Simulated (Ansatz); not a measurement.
3-methylbut-1-ene (C5H10), SMILES C=CC(C)C.

Coordinates come from a PBE0-D3(BJ)/def2-SVP optimisation. The values are those of a single conformer.

Two levels are set side by side: PBE/def2-TZVPD (Ansatz, a program for electronic structure) and PBE0/def2-TZVPD (Ansatz). Energy differences of separate SCF runs at the same geometry; the states with an electron removed or added have multiplicity 2 and 2. Differences are taken from unrounded values.

```tsv
quantity	PBE0
vertical ionisation energy (eV)	9.46
vertical singlet–triplet gap (eV)	4.30
```

Task: What does PBE give, and how far is it from PBE0? (The exact figures need the calculation; the answer reports its results.)

Result: 
```csv
quantity,PBE,PBE minus PBE0
vertical ionisation energy (eV),9.42,-0.04
vertical singlet–triplet gap (eV),4.46,0.16
```
